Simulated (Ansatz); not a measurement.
CuBr₂, that is [CuBr2]- with one electron fewer: single points at one geometry.

```yaml
crystal:
  periodic: [false, false, false]
  atoms:
    - {symbol: Cu, position_ang: [-0.000073, -0.000025, -0.000005]}
    - {symbol: Br, position_ang: [-0.015469, -0.019512, 2.215681]}
    - {symbol: Br, position_ang: [0.015543, 0.019528, -2.215676]}
basis:
  gaussian: {orbitals: def2-TZVPD, initial_orbitals: start.molden}
magnetization: {spin_polarized: true, initial_magnetization: 1}
hamiltonian: {xc: pbe, dispersion: d4}
scf: {omitted_lower_state_checks: [starts]}
output: {orbitals: {seedname: orbitals}}
```

The file start.molden holds the orbitals of an earlier run on this structure, at another level or in another basis.

```sh
$ ansatz run in.yaml --threads 2 --pin off --events-out ev --progress --plain --max-ram 4352MiB
```

It prints (some lines left out):

```
Functional definition: PBE
1309 factors; their error is unknown
mean field evaluation 1: about -184708.1621 eV, gradient 9.6e0 eV
mean field evaluation 2: about -184708.3565 eV, gradient 3.8e-1 eV
mean field evaluation 4: about -184708.3364 eV, gradient 5.6e-2 eV
mean field evaluation 8: about -184708.3364 eV, gradient 1.8e-5 eV
mean field evaluation 16: about -184708.3364 eV, gradient 7.8e-6 eV
mean field -184708.33637915 eV, -6787.9061621265 hartree, gradient 7.8e-6 eV, S^2 0.751703; 0 other end points of the search recorded, 0 dependent functions left out
reference -184708.33644353 eV, -6787.9061644926 hartree; 50, 49 occupied and 112, 113 virtual orbitals, 1309 factors
Total energy: -184708.42004271 eV, -6787.9092367056 hartree
Checks for a lower state left out: starts
```

Run time 18 s (2 threads of Arm Neoverse V2 on a shared host).

First input, but with `hamiltonian: {xc: pbe0, dispersion: d4}` (abridged; 47 s):

```
Functional definition: PBE0
mean field -184712.77946864 eV, -6788.0694426537 hartree, gradient 3.9e-6 eV, S^2 0.756530
Total energy: -184712.85194134 eV, -6788.0721059763 hartree
Checks for a lower state left out: starts
```

Geometry: PBE-D4/def2-TZVPD.

At PBE-D4/def2-TZVPD the gap within one spin of the relaxed charge 0 doublet nearly closes, so an electron or hole may be smeared out by delocalisation error.
